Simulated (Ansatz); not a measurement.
Input for Ansatz (a first-principles code): R-MP2/aug-cc-pVTZ on BeBrF (SMILES [F][Be][Br]), atoms moved off the minimum. The run froze 16 orbitals, filled d shells among them.

Ansatz 0.2 input:
```yaml
crystal:
  periodic: [false, false, false]
  atoms:
    - {symbol: Be, position_ang: [-0.25945497, -0.00757424, -1.26972802]}
    - {symbol: F, position_ang: [0.17906486, -0.08044530, -2.77732644]}
    - {symbol: Br, position_ang: [-0.09642044, 0.01996599, 0.86028493]}
basis:
  gaussian:
    orbitals: aug-cc-pVTZ
magnetization: {spin_polarized: false}
correlation: {method: mp2, electrons: outside_noble_gas}
scf: {lower_state_search: off}
output: {forces: true}
```

Problem. What total energy does the run end on?

Solution. -2687.1841 hartree.

Problem. How many basis functions does it have, and what does it roughly cost on one machine?

Solution. 151 functions; very roughly 6 core-seconds.
